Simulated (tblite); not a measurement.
Species: C₅H₈GeN₂.
Atom-mapped SMILES: `[CH:1]#[C:2][CH2:3][N:4]([CH3:5])[GeH2:6][C:7]#[N:8]` (hydrogens: H9 on C1; H10, H11 on C3; H12, H13, H14 on C5; H15, H16 on Ge6)

Computed with GFN2-xTB (tblite), gas phase: nudged elastic band of 9 images (0 to 8), spring 0.2 eV/Å², climbing image at the end, force threshold 0.05 eV/Å. No saddle search or frequency run followed, so the top image need not be a first-order saddle, and its height can exceed the method's true barrier by a kcal/mol or more.

The band describes a rotation about Ge6–N4 (germanium bonded to C, N and 2 H, nitrogen bonded to 2 C and Ge), followed by the dihedral C7–Ge6–N4–C5, from the optimised start (-137°) to a second optimised geometry at -29°.

**Question.** How does the energy change from image to image?

**Answer.** 
```csv
image,dihedral (°),E (kcal/mol),Ge6–N4 (Å),C7···C5 (Å),largest true force (eV/Å)
0,-137,0.00,1.815,4.28,0.01
1,-122,0.39,1.813,4.19,0.02
2,-106,1.15,1.811,4.06,0.03
3,-93,1.75,1.811,3.91,0.03
4,-82,1.91,1.814,3.73,0.04
5,-71,1.63,1.819,3.56,0.05
6,-60,1.18,1.823,3.42,0.05
7,-47,0.75,1.826,3.31,0.04
8,-29,0.41,1.824,3.21,0.01
```

Barriers of this band. The top is image 4 at -82°: 1.91 kcal/mol forward and 1.50 kcal/mol back; the end lies 0.41 kcal/mol above the start. The central bond is 0.001 Å shorter at the top than at the start.

**Question.** What rate follows at 250 K for crossing this barrier forward?

**Answer.** Taking the electronic barrier for the free energy of activation (no zero-point or entropy terms, transmission 1), rate = (kT/h)·exp(−ΔE/kT) ≈ 1 × 10^11 s⁻¹, whose inverse is 9 × 10^-12 s. An error of 1 kcal/mol in the barrier changes this by a factor of 7, and the method and the loose band can each miss by that much or more. The barrier is only 3.8 kT, where transition-state theory is rough.

**Question.** How would the two end points share their population at 250 K, from these energies alone?

**Answer.** exp(−ΔE/kT) with ΔE = 0.018 eV gives 0.43 for the higher one (end) against 1 for the lower, without vibrational, rotational or degeneracy terms. GFN2-xTB can put conformers this close in the wrong order.

**Question.** How long is the path, and how are the images spaced?

**Answer.** Cartesian distances between aligned neighbours (all atoms, Å): 0.80, 0.79, 0.79, 0.78, 0.77, 0.77, 0.83, 0.98; the sum is 6.50 Å, and the top lies 49 % of the way along.

What follows is the cost of the whole band run. The run took about 16 s of CPU time (one thread, shared machine).
